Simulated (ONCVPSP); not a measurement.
## Hf: ONCV pseudisation with PW91, scalar-relativistic reference atom.

ONCVPSP 4.0.1 input, shortened (lines: element, Z, core and valence counts, functional; n l f; lmax; l rc ep ncon nbas qcut; lloc lpopt rc5 dvloc0; l nproj debl; icmod fcfact rcfact), PW91, scalar-relativistic:

```
  Hf 72.00   10    4  -109134      upf
    1    0    2.00
    2    0    2.00
    2    1    6.00
    3    0    2.00
    3    1    6.00
    3    2   10.00
    4    0    2.00
    4    1    6.00
    4    2   10.00
    4    3   14.00
    5    0    2.00
    5    1    6.00
    5    2    2.00
    6    0    2.00
    2
    0    1.50    0.00    4    9    8.00
    1    1.95    0.00    3    7    6.00
    2    1.50    0.00    4    7    7.30
    2    5    1.50    0.00
    0    2    1.90
    1    3    0.60
    2    0    2.90
    3    5.75    1.05
```

In the p channel the program set the typed energies aside and used -1.309, 0.250, 0.850 Ha.

Calculated quality:

| Quantity | Value |
| --- | --- |
| Cutoffs needed | 24 Ha and 28 Ha (the cutoffs (Ha) at which the residual kinetic energy of the hardest occupied pseudo-wave falls to 1 and 0.1 mHa per electron) |
| Ghost test | no bound ghost flagged; no localised positive-energy state flagged |
| Configuration tests | 1 of 4 tests not solved or not reliable |
| rms error of d²Exc/dni dnj | 6.68 mHa without and 3.96 mHa with the model core |

Generation and tests took about 6 s on one core of a shared server CPU.
